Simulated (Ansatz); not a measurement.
Program: Ansatz. Geometries: PBE0-D4/def2-TZVP. ΔE: electronic, gas phase. CCSD(T)/CBS is the MP2 limit (def2-TZVPP, def2-QZVPP) plus CCSD(T) − MP2 in def2-TZVPP, frozen cores. This one scheme is used for every species. Each species was taken in one conformer, which may not be the lowest.

`OC(S)[SiH2]F` + H₂ → `F[SiH3]` + `OCS`  (hydrogenolysis of the Si–C bond)

```tsv
species	CCSD(T)/CBS(def2) energy (Eh)
`OC(S)[SiH2]F`	-902.93155
H₂	-1.17544
`F[SiH3]`	-390.72345
`OCS`	-513.38917
```

(1) Work out ΔE.

Largest T1 diagnostic among the species: 0.012.

## Answers

(1) ΔE = (-390.72345) + (-513.38917) − (-902.93155) − (-1.17544) = -0.00563 Eh = -0.15 eV.

In def2-TZVPP, CCSD(T) changes the Hartree–Fock value by +0.33 eV (the triples alone add +0.07 eV) and MP2 by +0.39 eV. From PBE to PBE0 (25 % exact exchange), in def2-TZVPP and without D4, ΔE moves by −0.06 eV.
